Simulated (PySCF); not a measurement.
C2H5ClOSi2, SMILES C1[SiH2][Si@H](C=1Cl)O.

Geometry optimised at B3LYP-D3(BJ)/def2-SVP. The structure was generated by enumeration; whether it is a known compound was not checked. The values are those of a single conformer.

Two levels are set side by side: TDA-PBE/def2-SVPD (PySCF) and TDA-M06-2X/def2-SVPD (PySCF). Vertical, same geometry. The lowest singlet is HOMO→LUMO 99 % with PBE and HOMO→LUMO 92 % with the other functional; states are paired by order. Differences are taken from unrounded values.

```tsv
quantity	TDA-PBE
lowest singlet excitation (eV)	4.44
lowest triplet excitation (TDA) (eV)	3.90
first bright state (f over 0.05) (eV)	6.26
its oscillator strength	0.10
```

Problem. These are the TDA-PBE values. What does TDA-M06-2X give? (An estimate is asked for; the answer gives what the named calculation found.)

Solution. 
```csv
quantity,TDA-M06-2X,TDA-PBE minus TDA-M06-2X
lowest singlet excitation (eV),5.24,-0.81
lowest triplet excitation (TDA) (eV),4.27,-0.38
first bright state (f over 0.05) (eV),6.71,-0.45
its oscillator strength,0.05,0.05
```

A lower first singlet is the usual sign of a functional without exact exchange. Differences between two approximate levels are no errors against the true value.

Rough cost on one machine, each run with all the roots and properties that it gave: TDA-M06-2X against TDA-PBE about 6 times.
